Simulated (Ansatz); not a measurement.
Geometry optimisation, RKS PBE/def2-SVP (Ansatz 0.2.0).

The input (input.yaml):

```yaml
crystal:
  periodic: [false, false, false]
  atoms:
    - { symbol: Ta, position_ang: [-0.048269, 0.08028, 0.043302] }
    - { symbol: "N", position_ang: [2.074487, 0.063511, -0.018154] }
    - { symbol: H, position_ang: [2.63022, 0.456615, 0.747789] }
    - { symbol: H, position_ang: [2.617053, 0.093019, -0.887328] }
    - { symbol: "N", position_ang: [0.071731, 0.056145, 2.067079] }
    - { symbol: H, position_ang: [0.517645, -0.79221, 2.460809] }
    - { symbol: H, position_ang: [0.013661, 0.789125, 2.783996] }
    - { symbol: "N", position_ang: [0.231811, -0.048455, -1.979168] }
    - { symbol: H, position_ang: [-0.546005, -0.193288, -2.63828] }
    - { symbol: H, position_ang: [1.092933, 0.011042, -2.53247] }
    - { symbol: O, position_ang: [-1.062375, 1.723046, 0.055443] }
    - { symbol: H, position_ang: [-1.7341, 1.935523, 0.726642] }
    - { symbol: "N", position_ang: [-1.166434, -1.609291, -0.062438] }
    - { symbol: H, position_ang: [-1.821704, -1.898171, 0.672015] }
    - { symbol: H, position_ang: [-1.29078, -2.187004, -0.898839] }
    - { symbol: O, position_ang: [1.25488, -2.52325, 1.442141] }
    - { symbol: H, position_ang: [0.468761, -2.577794, 0.852492] }
    - { symbol: H, position_ang: [1.884586, -1.994643, 0.883069] }
basis:
  gaussian: { orbitals: def2-SVP }
hamiltonian:
  xc: pbe
relax:
  f_tol: 0.03
  max_steps: 50
output:
  orbitals: {}
```

Launched with:

```bash
$ ansatz run input.yaml --threads 4 --pin off --max-ram 5120MiB --backend cpu --events-out ev --progress --plain --runs-dir out
```

Task: Where does it end, and by what steps?

Result: The run converged. After 20 steps the energy has fallen by 0.130 eV; H17 moved furthest, 0.88 Å.

```csv
step,energy less start (eV),largest force component (eV/Å),accepted
0,0.0000,1.094,yes
1,-0.0075,1.642,yes
2,0.1157,3.211,no
3,-0.0547,0.957,yes
4,-0.0935,0.384,yes
5,-0.1078,0.228,yes
6,-0.1129,0.154,yes
7,-0.1165,0.124,yes
8,-0.1193,0.109,yes
9,-0.1211,0.231,yes
10,-0.1232,0.184,yes
11,-0.1253,0.108,yes
12,-0.1271,0.126,yes
13,-0.1275,0.217,yes
14,-0.1287,0.131,yes
15,-0.1279,0.084,no
16,-0.1293,0.033,yes
17,-0.1297,0.033,yes
18,-0.1299,0.047,yes
19,-0.1301,0.033,yes
20,-0.1302,0.018,yes
```

```xyz
18
Properties=species:S:1:pos:R:3
Ta -0.143 0.186 -0.002
N 1.911 -0.126 0.013
H 2.482 0.197 0.802
H 2.480 -0.087 -0.841
N 0.046 -0.065 1.998
H 0.565 -0.885 2.363
H -0.012 0.664 2.720
N 0.213 0.082 -2.013
H -0.558 0.222 -2.683
H 1.043 -0.186 -2.551
O -1.040 1.892 0.112
H -1.952 2.100 0.377
N -1.344 -1.415 -0.132
H -1.810 -1.827 0.683
H -1.473 -1.997 -0.964
O 1.760 -2.494 1.656
H 1.093 -3.065 1.232
H 1.927 -1.814 0.946
```

Run time: 69 s on 4 threads of Arm Neoverse V1, on a shared host, peak memory 0.27 GiB.
